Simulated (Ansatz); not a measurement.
H₄InNS₂, SMILES `[NH2][In]([SH])[SH]`, relaxed with RKS PBE0-D4/def2-TZVP in the Gaussian-basis code of Ansatz from a GFN2-xTB geometry. The force threshold is 0.005 eV/Å; the program also tests the step.

The species carries charge 0 and has multiplicity 1. In takes the def2 core potential.

Start:

```xyz
8

N     1.230   -0.355    1.646
In    0.020   -0.015    0.022
S     0.994    0.635   -2.106
S    -2.336   -0.601    0.107
H     0.737   -0.272    2.529
H     2.028    0.273    1.683
H    -0.193    0.839   -2.668
H    -2.479   -0.505   -1.213
```

| step | energy (eV) | largest force (eV/Å) | largest move (Å) |
| --- | --- | --- | --- |
| 1 | -28394.2286 | 0.578 | 0.000 |
| 2 | -28394.2662 | 0.255 | 0.140 |
| 3 (rejected) | -28394.2586 | 0.339 | 0.127 |
| 4 | -28394.2753 | 0.186 | 0.064 |
| 5 | -28394.2797 | 0.083 | 0.070 |
| 6 | -28394.2812 | 0.014 | 0.019 |
| 7 | -28394.2812 | 0.010 | 0.010 |
| 8 | -28394.2813 | 0.000 | 0.003 |

End:

```xyz
8

N     1.188   -0.302    1.612
In    0.013   -0.027    0.002
S     0.990    0.756   -2.023
S    -2.275   -0.675    0.115
H     0.732   -0.308    2.513
H     2.025    0.260    1.666
H    -0.159    0.667   -2.712
H    -2.513   -0.372   -1.172
```

Hardware: 4 threads of an AMD EPYC 7R43 on a shared host. Wall time 28 s, peak host memory 0.52 GiB.
